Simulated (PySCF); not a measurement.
C3H7BFN, SMILES FB1CCCN1.

The structure is a stationary point at PBE0-D3(BJ)/def2-SVP. The structure was generated by enumeration, and PubChem lists no compound with its InChIKey, so it may never have been made. The values are those of a single conformer.

These are PBE/def2-TZVP (PySCF) values and carry that method's errors.

The molecule is in vacuum.

| Item | Value |
|---|---|
| total energy | -297.83665 hartree |
| highest occupied level | -6.06 eV |
| lowest empty level | 0.14 eV |
| orbital gap | 6.20 eV |
| dipole moment | 2.03 D |
| quadrupole, principal values (traceless, Buckingham form, about the centre of nuclear charge) | -5.62, 0.64, 4.98 D·Å |
| mean static polarisability | 55.8 bohr³ (8.27 Å³) |
| polarisability, principal values | 46.9, 57.4, 63.2 bohr³ |
